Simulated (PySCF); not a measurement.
# Broadened absorption spectrum of perfluorobutyryl chloride

Perfluorobutyryl chloride, C4ClF7O.
InChI=1S/C4ClF7O/c5-1(13)2(6,7)3(8,9)4(10,11)12

The calculation used PySCF, TDDFT CAM-B3LYP/def2-SVPD, vertical, gas phase, core orbitals frozen in the response. Geometry: PBE0-D3(BJ)/def2-SVP, one conformer, isolated molecule. Torsions of this conformer, `[O:1]=[C:2]([Cl:3])[C:4]([F:5])([F:6])[C:7]([F:8])([F:9])[C:10]([F:11])([F:12])[F:13]`: O1–C2–C4–F5 -17°, C2–C4–C7–F8 62°, C4–C7–C10–F11 -60°.

Computed states:

```tsv
state	E (eV)	f
S1	4.83	0.0007
S2	6.21	0.0006
S3	6.79	0.040
S4	8.07	0.027
S5	8.20	0.013
S6	8.28	0.0014
S7	8.85	0.274
S8	9.23	0.037
S9	9.29	0.017
S10	9.54	0.017
```

Broadening: Gaussians 0.3 eV wide at half height, area fixed by f = 4.319×10⁻⁹ ∫ε dν̃. The width is an assumption, not a result. The curve ends short of the highest state used, and states not computed would add to its high-energy end.

(1) Give the broadened spectrum and its maxima.

(2) On this curve, what absorbance would a 10⁻⁵ mol/L sample give at 254 nm over a 1 cm path?

(3) Coming from long wavelengths, where does ε first pass 100 L mol⁻¹ cm⁻¹?

Answers

(1) 
| E (eV) | ε (L mol⁻¹ cm⁻¹) |
| --- | --- |
| 4.38 | 0 |
| 4.47 | 1 |
| 4.55 | 5 |
| 4.63 | 17 |
| 4.72 | 42 |
| 4.80 | 61 |
| 4.88 | 59 |
| 4.96 | 39 |
| 5.05 | 15 |
| 5.13 | 4 |
| 5.21 | 1 |
| 5.30 | 0 |
| 5.38 | 0 |
| 5.46 | 0 |
| 5.54 | 0 |
| 5.63 | 0 |
| 5.71 | 0 |
| 5.79 | 0 |
| 5.88 | 2 |
| 5.96 | 8 |
| 6.04 | 24 |
| 6.12 | 45 |
| 6.21 | 59 |
| 6.29 | 50 |
| 6.37 | 42 |
| 6.45 | 109 |
| 6.54 | 513 |
| 6.62 | 1448 |
| 6.70 | 2762 |
| 6.79 | 3567 |
| 6.87 | 2944 |
| 6.95 | 1639 |
| 7.03 | 615 |
| 7.12 | 127 |
| 7.20 | 21 |
| 7.28 | 2 |
| 7.37 | 0 |
| 7.45 | 0 |
| 7.53 | 0 |
| 7.61 | 3 |
| 7.70 | 35 |
| 7.78 | 182 |
| 7.86 | 644 |
| 7.95 | 1713 |
| 8.03 | 2802 |
| 8.11 | 3296 |
| 8.19 | 2866 |
| 8.28 | 1752 |
| 8.36 | 857 |
| 8.44 | 444 |
| 8.53 | 1136 |
| 8.61 | 4248 |
| 8.69 | 11304 |
| 8.77 | 20334 |
| 8.86 | 24615 |
| 8.94 | 19403 |

Maxima: 256 nm (4.83 eV), ε about 63, made up of S1 (100%); 200 nm (6.21 eV), ε about 59, made up of S2 (100%); 183 nm (6.79 eV), ε about 3600, made up of S3 (100%); 153 nm (8.11 eV), ε about 3300, made up of S4 (70%) and S5 (29%); 140 nm (8.85 eV), ε about 25000, made up of S7 (100%) (ε in L mol⁻¹ cm⁻¹; maxima over ε = 5, shares over 10%).

(2) 254 nm is 4.881 eV, where ε is about 59 L mol⁻¹ cm⁻¹, so A = ε c l ≈ 0.00059 (Beer–Lambert, with the gas-phase spectrum and the assumed width).

(3) At about 192 nm (6.45 eV), 1.61 eV above S1.
